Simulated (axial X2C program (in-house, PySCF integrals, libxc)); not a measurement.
## Worked dissociation energy of MoO⁺: PBE0, scalar-relativistic

All values were computed with an in-house relativistic program for diatomic molecules. Spin-free means the one-electron spin-free X2C Hamiltonian. Basis: Mo dyall-v3z [11s12p9d3f2g], O dyall-v3z [6s5p2d1f] (cores contracted in-house); Gaussian nuclei, density fitting, unrestricted open shells. Masses: Mo 97.905 u, O 15.995 u.

Molecular state: M_S = 3/2, Λ = 0 (beyond evenly filled blocks: σα, δ+α, δ-α).

```
E(Mo+) (2M_S = 5, M_L = 0) : -4047.829164 hartree
E(O) (2M_S = 2, M_L = 0)   : -75.075545 hartree
E(MoO⁺) at Re              : -4123.076413 hartree
ωe                         : 1075.9 cm⁻¹
ωexe                       : 7.11 cm⁻¹
```

(1) Work out De and D0.

One determinant describes the state; a PBE0 search over occupations chose it and may have missed a lower one. De is counted from the lowest determinant-based energies of the atoms at the same level, without counterpoise correction. Other states lie close and PBE0, whose exact exchange favours high spin, may order them wrongly; the determinant shown need not be the ground state. The nearest other spin-free determinant of the search, M_S = 3/2, Λ = 1, lies 0.49 eV up at the distance of the search. The determinant is spin-polarised beyond a pure state at some levels (its spin-free form has ⟨S²⟩ too high), which makes Re and μ there less reliable.

Each atomic determinant is the lowest at this level and need not be a pure term. Totals compare only within one Hamiltonian and basis.

Answers

(1) De = -4047.829164 + (-75.075545) − (-4123.076413) = 0.17170 hartree = 4.672 eV. The zero-point energy is ωe/2 − ωexe/4 = 536 cm⁻¹ = 0.066 eV, so D0 = 4.606 eV.
